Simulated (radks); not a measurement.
Values are calculated unless marked as measured or tabulated.
Dipole-allowed excitations along the series with 3 electrons in [He] 2s1. Code: a radial shooting solver on a logarithmic mesh with Libxc functionals. Model: non-relativistic Kohn-Sham, LDA (Slater exchange, VWN5 correlation), spin-polarised, spherical densities, point nucleus; open shells are filled with parallel spins first. Time-dependent linear response with the Hartree and adiabatic LDA kernel, continuum included through the Sternheimer equations. Lines are the poles of the dipole polarisability below minus the highest occupied eigenvalue, found on a grid refined at the orbital gaps; the lowest seven at most are given, and weak or close lines can be missed. The first line takes the name of the lowest orbital gap if no other gap lies below it; otherwise a line is named after a gap within 0.6 % of it, if that gap stands alone.

| species | -e(HOMO) (eV) | lowest orbital gap (eV) | first line (eV) | f | strongest line (eV) | its f | static alpha (bohr^3) |
|---|---|---|---|---|---|---|---|
| C3+ | 57.258 | 2s-2p 7.831 | 8.487 (2s-2p) | 0.276 | the first | 0.276 | 3.008 |
| N4+ | 88.970 | 2s-2p 9.779 | 10.579 (2s-2p) | 0.226 | 57.734 (unassigned) | 0.239 | 1.585 |
| O5+ | 127.49 | 2s-2p 11.719 | 12.661 (2s-2p) | 0.192 | 80.781 (unassigned) | 0.266 | 0.9351 |
| F6+ | 172.81 | 2s-2p 13.655 | 14.736 (2s-2p) | 0.167 | 107.61 (unassigned) | 0.286 | 0.5972 |
| Ne7+ | 224.94 | 2s-2p 15.588 | 16.808 (2s-2p) | 0.147 | 138.21 (unassigned) | 0.302 | 0.4043 |
